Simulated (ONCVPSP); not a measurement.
What the settings do to the ONCV potential of Cl (Z = 17)

Base potential:

ONCVPSP 4.0.1 input, shortened (lines: element, Z, core and valence counts, functional; n l f; lmax; l rc ep ncon nbas qcut; lloc lpopt rc5 dvloc0; l nproj debl; icmod fcfact rcfact), PBEsol, scalar-relativistic:

```
  Cl 17.00    3    2  -116133      upf
    1    0    2.00
    2    0    2.00
    2    1    6.00
    3    0    2.00
    3    1    5.00
    2
    0    1.30    0.00    3    7    3.90
    1    1.05    0.00    4    8    8.00
    2    1.10    0.27    4    7    8.00
    4    4    0.95    1.00
    0    2    2.70
    1    2    0.70
    2    1    2.10
    0    0.00    0.00
```

All-electron outer shells of the reference configuration (PBEsol, scalar-relativistic, ld1.x):

| shell | level (eV) | outermost node (bohr) | outermost maximum (bohr) |
| --- | --- | --- | --- |
| 2s | -252.19 | 0.12 | 0.36 |
| 2p | -191.42 | – | 0.30 |
| 3s | -20.62 | 0.56 | 1.27 |
| 3p | -8.56 | 0.53 | 1.43 |

Cutoffs, loose and tight: the cutoffs (Ha) at which the residual kinetic energy of the hardest occupied pseudo-wave falls to 1 and 0.1 mHa per electron. They do not see the model core or the augmentation charge, which bear on the density cutoff. Test errors are all-electron minus pseudo excitation energies from the reference, over the configurations 3s2 3p4; 3s2 3p3; 3s2 3p2; 3s1 3p5. A dash means not determined; rows that change the core or the reference have their own tests.

A true bound ghost makes a file unfit for plane-wave use even where its test errors are small: the radial tests pick states by their node count and pass the ghost by.

```tsv
change	outcome	cutoff, loose	cutoff, tight	bound ghosts	GHOST(+) flags above zero	largest test error (meV)
base	generated	72 Ha	176 Ha	p	none	+60
all radii scaled by about 0.78 (s 1.02, p 0.82, d 0.86 bohr); local potential polynomial inside 0.74 bohr (lpopt 4, dvloc0 1 Ha)	failed: optimize: ERROR ps0norm > uunorm, code will stop	–	–	–	–	–
all radii scaled by about 0.86 (s 1.12, p 0.90, d 0.94 bohr); local potential polynomial inside 0.82 bohr (lpopt 4, dvloc0 1 Ha)	generated	240 Ha	312 Ha	p	s, p	+45
all radii scaled by about 1.11 (s 1.44, p 1.16, d 1.22 bohr); local potential polynomial inside 1.04 bohr (lpopt 4, dvloc0 1 Ha)	generated	56 Ha	93 Ha	none	s, p	+85
all radii scaled by about 1.30 (s 1.70, p 1.36, d 1.44 bohr); local potential polynomial inside 1.24 bohr (lpopt 4, dvloc0 1 Ha)	generated	17 Ha	52 Ha	none	none	+115
```

(1) What comes out with this change to the base: all radii scaled by about 1.16 (s 1.50, p 1.22, d 1.28 bohr); local potential polynomial inside 1.10 bohr (lpopt 4, dvloc0 1 Ha)?

(2) What comes out with this change to the base: all radii scaled by about 0.93 (s 1.20, p 0.98, d 1.02 bohr); local potential polynomial inside 0.88 bohr (lpopt 4, dvloc0 1 Ha)?

(3) What comes out with this change to the base: all radii scaled by about 1.22 (s 1.58, p 1.28, d 1.34 bohr); local potential polynomial inside 1.16 bohr (lpopt 4, dvloc0 1 Ha)?

## Answers

(1) outcome: generated; cutoff, loose: 50 Ha; cutoff, tight: 84 Ha; bound ghosts: none; GHOST(+) flags above zero: s, p; largest test error (meV): +93.

(2) outcome: generated; cutoff, loose: 180 Ha; cutoff, tight: 220 Ha; bound ghosts: p; GHOST(+) flags above zero: s, p; largest test error (meV): +51.

(3) outcome: generated; cutoff, loose: 35 Ha; cutoff, tight: 74 Ha; bound ghosts: none; GHOST(+) flags above zero: s; largest test error (meV): +101.

Reading the sweep of the scale of all radii (base = 1) (base included, trends over the rows without a ghost): The loose cutoff falls from 56 Ha at 1.11 to 17 Ha at 1.3. A larger radius leaves more room for a smooth pseudo-wave, so fewer plane waves are needed; a smaller one forces it to follow the all-electron wave where it bends sharply. The median size of the test errors (rows with all tests solved) rises from 12.3 meV at 1.11 to 29.0 meV at 1.3. More of the atom is replaced by a form fitted at one configuration, so other configurations suffer as the radius grows. Bound ghosts are found at 0.86, 0.93, 1. The generation fails at 0.78.
